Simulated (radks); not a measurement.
Species: Pd. Configuration: [Kr] 4d7 5s2 5p1 (not the ground configuration).

Method: scalar-relativistic Kohn-Sham, LDA (Slater exchange, Perdew-Wang correlation), spin-polarised, spherical densities, finite nucleus; open shells are filled with parallel spins first (spin-orbit coupling, left out, can overturn this in heavy ions); Fermi nuclear charge, rms radius 4.5318 fm; computed with a radial shooting solver on a logarithmic mesh with Libxc functionals.

Energy parts (hartree):
part                        energy
total                  -5040.55782
kinetic                 5226.79373
electron-nucleus      -12164.33969
Hartree                 2035.48694
exchange-correlation    -138.49880

Orbitals (lengths in bohr, moments of r in powers of bohr; r(max) is where P^2 peaks; r(90%) holds 90 % of the orbital's charge):
1s up: occ. 1; eigenvalue (hartree) -887.4185; <r^2> 0.001374; <r^4> 4.900e-06; r(max) 0.02068; r(90%) 0.0572
1s down: occ. 1; eigenvalue (hartree) -887.4176; <r^2> 0.001374; <r^4> 4.900e-06; r(max) 0.02068; r(90%) 0.0572
2s up: occ. 1; eigenvalue (hartree) -130.0469; <r^2> 0.02261; <r^4> 0.0008781; r(max) 0.1170; r(90%) 0.214
2s down: occ. 1; eigenvalue (hartree) -130.0267; <r^2> 0.02261; <r^4> 0.0008780; r(max) 0.1169; r(90%) 0.214
2p up: occ. 3; eigenvalue (hartree) -116.7269; <r^2> 0.01779; <r^4> 0.0006282; r(max) 0.09342; r(90%) 0.197
2p down: occ. 3; eigenvalue (hartree) -116.7107; <r^2> 0.01779; <r^4> 0.0006281; r(max) 0.09341; r(90%) 0.196
3s up: occ. 1; eigenvalue (hartree) -23.84313; <r^2> 0.1653; <r^4> 0.04195; r(max) 0.3422; r(90%) 0.560
3s down: occ. 1; eigenvalue (hartree) -23.82859; <r^2> 0.1652; <r^4> 0.04188; r(max) 0.3422; r(90%) 0.560
3p up: occ. 3; eigenvalue (hartree) -19.46601; <r^2> 0.1671; <r^4> 0.04505; r(max) 0.3352; r(90%) 0.571
3p down: occ. 3; eigenvalue (hartree) -19.45022; <r^2> 0.1670; <r^4> 0.04494; r(max) 0.3352; r(90%) 0.571
3d up: occ. 5; eigenvalue (hartree) -12.49326; <r^2> 0.1529; <r^4> 0.04407; r(max) 0.2818; r(90%) 0.568
3d down: occ. 5; eigenvalue (hartree) -12.47255; <r^2> 0.1527; <r^4> 0.04389; r(max) 0.2819; r(90%) 0.567
4s up: occ. 1; eigenvalue (hartree) -3.64633; <r^2> 0.9973; <r^4> 1.494; r(max) 0.8485; r(90%) 1.36
4s down: occ. 1; eigenvalue (hartree) -3.56598; <r^2> 0.9954; <r^4> 1.491; r(max) 0.8471; r(90%) 1.36
4p up: occ. 3; eigenvalue (hartree) -2.37868; <r^2> 1.205; <r^4> 2.282; r(max) 0.9047; r(90%) 1.52
4p down: occ. 3; eigenvalue (hartree) -2.29653; <r^2> 1.205; <r^4> 2.292; r(max) 0.9031; r(90%) 1.52
4d up: occ. 5; eigenvalue (hartree) -0.56906; <r^2> 2.203; <r^4> 9.464; r(max) 1.063; r(90%) 2.14
4d down: occ. 2; eigenvalue (hartree) -0.49079; <r^2> 2.274; <r^4> 10.38; r(max) 1.063; r(90%) 2.18
5s up: occ. 1; eigenvalue (hartree) -0.30161; <r^2> 8.730; <r^4> 123.3; r(max) 2.320; r(90%) 4.11
5s down: occ. 1; eigenvalue (hartree) -0.26113; <r^2> 9.268; <r^4> 141.5; r(max) 2.362; r(90%) 4.25
5p up: occ. 1; eigenvalue (hartree) -0.10903; <r^2> 16.51; <r^4> 482.1; r(max) 2.989; r(90%) 5.78
5p down: occ. 0; eigenvalue (hartree) -0.08156; <r^2> 18.97; <r^4> 665.4; r(max) 3.110; r(90%) 6.25

The highest occupied level is 5p up at -2.967 eV. The spin density at the nucleus is -0.405 e/bohr^3 (1s -0.141, 2s -0.854, 3s -0.022, 4s -1.195, 5s 1.807).
